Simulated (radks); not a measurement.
O2-, configuration [Ne].

All-electron calculation, non-relativistic Kohn-Sham, PBEsol, spin-polarised, spherical densities, point nucleus; Watson sphere of charge +2 and radius 2.64 bohr. Program: a radial shooting solver on a logarithmic mesh with Libxc functionals.

Energy parts (eV; the electron-nucleus part includes the sphere):
part                     energy
total                 -2229.333
kinetic                2035.133
electron-nucleus      -5243.520
Hartree                1215.060
exchange-correlation   -236.006

Orbitals (lengths in bohr, moments of r in powers of bohr; r(max) is where P^2 peaks):
1s: occ. 2; eigenvalue (eV) -505.7870; <r^2> 0.05412; r(max) 0.1296; <r^4> 0.007684; <r> 0.2001
2s: occ. 2; eigenvalue (eV) -19.5941; <r^2> 1.881; r(max) 0.8921; <r^4> 7.676; <r> 1.230
2p: occ. 6; eigenvalue (eV) -5.7211; <r^2> 3.717; r(max) 0.8764; <r^4> 40.14; <r> 1.632

The highest occupied level is 2p at -5.721 eV. Summed over all electrons, <r^2> = 26.17 bohr^2, which gives a Langevin (diamagnetic) susceptibility term of -20.7 x 10^-6 cm^3/mol. The density falls to 0.001 e/bohr^3 at r = 4.10 bohr.
